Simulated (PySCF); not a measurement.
Al(H)(Br)(OMe) (CH4AlBrO), SMILES C[O][AlH][Br].

Coordinates come from a PBE0-D3(BJ)/def2-SVP optimisation. The structure was generated by enumeration; whether it is a known compound was not checked. One conformer was computed; it need not be the lowest.

Two levels are set side by side: TDDFT-PBE/def2-SVPD (PySCF) and TDDFT-M06-2X/def2-SVPD (PySCF). Vertical, same geometry. The lowest singlet is HOMO−1→LUMO 100 % with PBE and HOMO→LUMO 96 % with the other functional; states are paired by order. Differences are taken from unrounded values.

```
quantity                               TDDFT-M06-2X
-------------------------------------  ------------
lowest singlet excitation (eV)                 6.41
lowest triplet excitation (TDA) (eV)           6.17
first bright state (f over 0.05) (eV)          6.99
its oscillator strength                        0.10
```

Question: What does TDDFT-PBE give, and how far is it from TDDFT-M06-2X? (An estimate is asked for; the answer gives what the named calculation found.)

Answer: 
```json
[
 {"quantity": "lowest singlet excitation (eV)", "TDDFT-PBE": "5.32", "TDDFT-PBE minus TDDFT-M06-2X": "-1.09"},
 {"quantity": "lowest triplet excitation (TDA) (eV)", "TDDFT-PBE": "5.01", "TDDFT-PBE minus TDDFT-M06-2X": "-1.17"},
 {"quantity": "first bright state (f over 0.05) (eV)", "TDDFT-PBE": "5.99", "TDDFT-PBE minus TDDFT-M06-2X": "-1.01"},
 {"quantity": "its oscillator strength", "TDDFT-PBE": "0.11", "TDDFT-PBE minus TDDFT-M06-2X": "0.02"}
]
```

A lower first singlet is the usual sign of a functional without exact exchange. Differences between two approximate levels are no errors against the true value.

Rough cost on one machine, each run with all the roots and properties that it gave: TDDFT-M06-2X against TDDFT-PBE about 10 times.
